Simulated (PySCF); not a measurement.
2,4-dimethyl-2-pentene, C7H14.
Numbering: `[CH3:1][C:2]([CH3:3])=[CH:4][CH:5]([CH3:6])[CH3:7]` (hydrogens: H8, H9, H10 on C1; H11, H12, H13 on C3; H14 on C4; H15 on C5; H16, H17, H18 on C6; H19, H20, H21 on C7)

All values: PBE0/pcSseg-1 and wB97X-D/def2-SVPD (PySCF, non-relativistic), on one gas-phase PBE0-D3(BJ)/def2-SVP geometry that isn't relaxed in the solvent. The solvent is an IEF-PCM continuum (van der Waals radii × 1.2). Specific hydrogen bonds and non-electrostatic terms are outside this model.

Gas phase at PBE0/pcSseg-1: HOMO -6.65 eV, LUMO 0.73 eV, dipole 0.39 D.

Problem. What does the continuum do to the energy, the frontier levels and the dipole at PBE0/pcSseg-1 in chloroform and methanol?

Solution. 
```json
{"solvent": "chloroform", "ε": "4.711", "E(solvent) − E(gas) (kcal/mol)": "-1.12", "polarisation term (kcal/mol)": "-1.19", "distortion of the solute (kcal/mol)": "0.07", "HOMO (eV)": "-6.64", "LUMO (eV)": "0.76", "dipole (D)": "0.48"}
{"solvent": "methanol", "ε": "32.61", "E(solvent) − E(gas) (kcal/mol)": "-1.60", "polarisation term (kcal/mol)": "-1.74", "distortion of the solute (kcal/mol)": "0.14", "HOMO (eV)": "-6.66", "LUMO (eV)": "0.75", "dipole (D)": "0.52"}
```

The first energy column is the sum of the next two and covers electrostatics alone. From chloroform to methanol the lowering changes by a factor 1.43, Onsager's factor (ε − 1)/(2ε + 1) by 1.34 and ε itself by 6.9.

Problem. Which IAO charges (PBE0/pcSseg-1) respond most in chloroform (means over atoms taken as equivalent)?

Solution. 
| atoms | environment | gas (e) | solvent (e) | change |
| --- | --- | --- | --- | --- |
| C4 | alkene CH carbon | -0.170 | -0.179 | -0.009 |
| C1 | allylic carbon | -0.411 | -0.416 | -0.005 |
| C3 | allylic carbon | -0.416 | -0.420 | -0.004 |
| H15 | methine hydrogen | +0.122 | +0.126 | +0.004 |
| C6/C7 | methyl carbon | -0.404 | -0.407 | -0.003 |
| H11/H12/H13 | methyl hydrogen | +0.141 | +0.144 | +0.003 |
| C2 | fully substituted alkene carbon | +0.014 | +0.011 | -0.003 |
| H8/H9/H10 | methyl hydrogen | +0.139 | +0.142 | +0.003 |

Gas phase at wB97X-D/def2-SVPD: HOMO -8.47 eV, LUMO 2.29 eV, dipole 0.37 D.

Problem. What does the continuum do to the energy, the frontier levels and the dipole at wB97X-D/def2-SVPD in chloroform and methanol?

Solution. 
| solvent | ε | E(solvent) − E(gas) (kcal/mol) | polarisation term (kcal/mol) | distortion of the solute (kcal/mol) | HOMO (eV) | LUMO (eV) | dipole (D) |
| --- | --- | --- | --- | --- | --- | --- | --- |
| chloroform | 4.711 | -1.14 | -1.21 | 0.07 | -8.45 | 2.38 | 0.47 |
| methanol | 32.61 | -1.62 | -1.78 | 0.16 | -8.47 | 2.38 | 0.52 |

Problem. How does the static polarisability (wB97X-D/def2-SVPD, frozen core, with the continuum's full static response) change?

Solution. 
| medium | isotropic (au) | principal values (au) | ⟨r²⟩ of the electrons (bohr²) |
| --- | --- | --- | --- |
| gas | 89.5 | 76.4, 80.9, 111.3 | 1081.0 |
| chloroform | 111.0 | 95.2, 101.9, 135.9 | 1080.5 |
| methanol | 121.4 | 105.5, 112.6, 146.2 | 1080.2 |

The isotropic value in methanol is 1.36 times the gas-phase one; no cavity-field correction is applied. ⟨r²⟩ is taken about the centre of nuclear charge.

The values belong to the conformer `[CH3:1][C:2]([CH3:3])=[CH:4][CH:5]([CH3:6])[CH3:7]`: C2–C4–C5–C6 119°.

The pairwise dispersion term of wB97X-D wasn't added to the energies; at a given geometry it leaves orbitals and properties as they are.
